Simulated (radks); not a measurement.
The caesium anion Cs-, [Xe] 6s2, held by a Watson sphere: a shell of charge +1 at radius R that stands for the Madelung well of a crystal (potential energy -1/R inside, -1/r outside, in hartree with lengths in bohr). Method: scalar-relativistic Kohn-Sham, LDA (Slater exchange, Perdew-Wang correlation), spin-polarised, spherical densities, finite nucleus; Fermi nuclear charge, rms radius of each element as measured or else 0.836 A^(1/3) + 0.57 fm; computed with a radial shooting solver on a logarithmic mesh with Libxc functionals. Response by self-consistent Sternheimer equations with the Hartree and adiabatic LDA kernel, the relativistic mass of each level held fixed and spin-orbit coupling left out. The sphere does not respond.

R (bohr) = 4.22: e(5s) (eV) -27.356; e(5p) (eV) -14.142; e(6s) (eV) -3.104; <r> 6s (bohr) 5.134; sum of <r^2> (bohr^2) 111.5; X-ray form factor at sin(theta)/lambda = 0.3 1/angstrom 37.948; alpha (bohr^3) 309.6
R (bohr) = 4.55: e(5s) (eV) -27.098; e(5p) (eV) -13.876; e(6s) (eV) -3.032; <r> 6s (bohr) 5.232; sum of <r^2> (bohr^2) 113.7; X-ray form factor at sin(theta)/lambda = 0.3 1/angstrom 37.946; alpha (bohr^3) 332.8
R (bohr) = 5.17: e(5s) (eV) -26.735; e(5p) (eV) -13.499; e(6s) (eV) -2.883; <r> 6s (bohr) 5.426; sum of <r^2> (bohr^2) 118.3; X-ray form factor at sin(theta)/lambda = 0.3 1/angstrom 37.941; alpha (bohr^3) 384.6
R (bohr) = 5.76: e(5s) (eV) -26.489; e(5p) (eV) -13.243; e(6s) (eV) -2.734; <r> 6s (bohr) 5.610; sum of <r^2> (bohr^2) 122.9; X-ray form factor at sin(theta)/lambda = 0.3 1/angstrom 37.938; alpha (bohr^3) 442.0
R (bohr) = 5.82: e(5s) (eV) -26.468; e(5p) (eV) -13.221; e(6s) (eV) -2.719; <r> 6s (bohr) 5.629; sum of <r^2> (bohr^2) 123.3; X-ray form factor at sin(theta)/lambda = 0.3 1/angstrom 37.938; alpha (bohr^3) 448.2
